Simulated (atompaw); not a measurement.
Building the PAW (atompaw) potential for thallium (PBE, scalar-relativistic).

* Element: Tl (Z = 81)
* Generator: atompaw 4.2.0.5
* Type: PAW
* Functional: PBE
* Relativity: scalar-relativistic
* Frozen core: [Xe] 4f14 5d10
* Valence charge: 3
* Reference configuration: 6s2 6p1
* Partial waves: 6s (bound): rc 2.40 bohr; 6s channel at 2.5 Ry: rc 2.40 bohr; 6p (bound): rc 3.00 bohr; 6p channel at 4.25 Ry: rc 3.00 bohr; 6d channel at 0.45 Ry: rc 3.00 bohr
* Local potential: troulliermartins scheme with l = 3 at 1 Ry, radius 2.45 bohr
* Core correction: smooth core density matched at 1.60 bohr
* Augmentation charge: sinc compensation charge, radius 2.25 bohr; PAW radius 3.00 bohr; waves and projectors: modrrkj vanderbiltortho

All-electron outer shells of the reference configuration (PBE, scalar-relativistic, ld1.x):

```
shell  level (eV)  outermost node (bohr)  outermost maximum (bohr)
   5p      -76.10                   0.50                      0.91
   5d      -15.49                   0.53                      1.11
   6s       -9.55                   1.04                      2.08
   6p       -2.37                   1.23                      2.91
```

(1) Does this generation succeed?

## Answers

(1) No. atompaw 4.2.0.5 stopped with "atompaw: The overlap operator has at least one negative eigenvalue!": the overlap operator built from these waves and projectors is not positive definite.
